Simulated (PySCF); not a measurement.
ORD: `FC=C=C=C=CF`, C$_{5}$H$_{2}$F$_{2}$

Molfile (atoms numbered from 1):
```
C5H2F2
     RDKit          3D

  9  8  0  0  0  0  0  0  0  0999 V2000
   -3.3846   -0.3358   -0.7390 F   0  0  0  0  0  0  0  0  0  0  0  0
   -2.5377    0.4277   -0.0274 C   0  0  0  0  0  0  0  0  0  0  0  0
   -1.2501    0.2127    0.0021 C   0  0  0  0  0  0  0  0  0  0  0  0
    0.0014    0.0036    0.0152 C   0  0  0  0  0  0  0  0  0  0  0  0
    1.2524   -0.2030    0.0659 C   0  0  0  0  0  0  0  0  0  0  0  0
    2.5400   -0.4168    0.1025 C   0  0  0  0  0  0  0  0  0  0  0  0
    3.3954    0.1512   -0.7649 F   0  0  0  0  0  0  0  0  0  0  0  0
   -3.0468    1.2211    0.5038 H   0  0  0  0  0  0  0  0  0  0  0  0
    3.0436   -1.0549    0.8166 H   0  0  0  0  0  0  0  0  0  0  0  0
  1  2  1  0
  2  3  2  0
  3  4  2  0
  4  5  2  0
  5  6  2  0
  6  7  1  0
  2  8  1  0
  6  9  1  0
M  END
```

Method: TDDFT CAM-B3LYP/def2-SVPD circular dichroism and optical rotation, one conformer, gas phase (PySCF). Geometry: GFN2-xTB.

No stereocentre is labelled: unless the shape is locked (an allene, a helicene, a hindered biaryl), the mirror image is equally populated and a measured rotation or CD is zero.

Question: Give the optical rotatory dispersion at 633, 589.3, 546, 436, 405, 365 nm.

Answer: [α] in deg dm⁻¹ (g/mL)⁻¹:
| λ (nm) | origin-invariant length gauge | modified velocity gauge | length gauge (centre of mass) | isotropic polarisability (au) |
| --- | --- | --- | --- | --- |
| 633 | +10.3 | +39.2 | +3.7 | 85.3 |
| 589.3 | +11.8 | +47.2 | +4.0 | 86.2 |
| 546 | +13.7 | +58.1 | +4.3 | 87.3 |
| 436 | +18.8 | +121.1 | +2.4 | 92.3 |
| 405 | +18.5 | +166.9 | -1.8 | 94.8 |
| 365 | +9.2 | +325.0 | -20.7 | 99.6 |

The shortest wavelength is close to the first absorption, where this undamped response comes out too large.

Question: And for the mirror image at 589.3 nm?

Answer: -11.8 deg dm⁻¹ (g/mL)⁻¹ (origin-invariant length gauge): the same size and the opposite sign.

Question: What is the molar rotation [Φ] = [α]·M/100 of the geometry above at 589.3 nm?

Answer: With M = 100.07 g/mol, +11.8 deg cm² dmol⁻¹ (origin-invariant length gauge).

The first excitation lies at 3.73 eV (332 nm) with R = +0.3 × 10⁻⁴⁰ esu² cm² (velocity form).
